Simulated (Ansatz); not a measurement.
CH5GeNO, SMILES `C[O][Ge][NH2]` at its PBE0-D4/def2-TZVP geometry, where that method's forces vanish. Charge 0, multiplicity 1.

```xyz
9

C     0.7014   -0.2581   -1.5690
O     0.2596    0.2020   -0.3188
Ge   -0.7658   -0.8332    0.7347
N    -0.8754    0.4176    2.0417
H     0.3568   -1.2769   -1.7957
H     0.3373    0.4040   -2.3617
H     1.7960   -0.2584   -1.6021
H    -1.3844    0.2851    2.8993
H    -0.4256    1.3180    1.9717
```

(1) What forces (eV/Å) does B3LYP-D4/def2-TZVPP give on these atoms in Ansatz 0.2.0? (Best estimate.)

## Answers

(1) Ansatz gave: 
```
C1   0.145 -0.065 -0.334
O2   0.064  0.207  0.059
Ge3 -0.174 -0.370  0.008
N4  -0.025  0.175  0.201
H5   0.021  0.052  0.004
H6   0.023 -0.037  0.028
H7  -0.051 -0.003 -0.010
H8  -0.001  0.021  0.020
H9  -0.003  0.021  0.024
```

B3LYP here is the variant with VWN-RPA as its local correlation; programs differ in this.
